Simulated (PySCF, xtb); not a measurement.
Al(All)(H)(Me) (C₄H₉Al), SMILES [AlH]([CH3])[CH2]C=C.

GFN2-xTB (xtb 6.7.1) at its own geometry gives an orbital gap of 4.08 eV and a dipole moment of 1.61 D.

Coordinates come from a B3LYP-D3(BJ)/def2-SVP optimisation. The structure was generated by enumeration; whether it is a known compound was not checked. One conformer was computed; it need not be the lowest.

What does PBE/def2-TZVP (PySCF) give? (An estimate is asked for; the answer gives what the named calculation found.)

gap 4.29 eV (levels -5.69 and -1.39 eV), dipole 1.03 D.
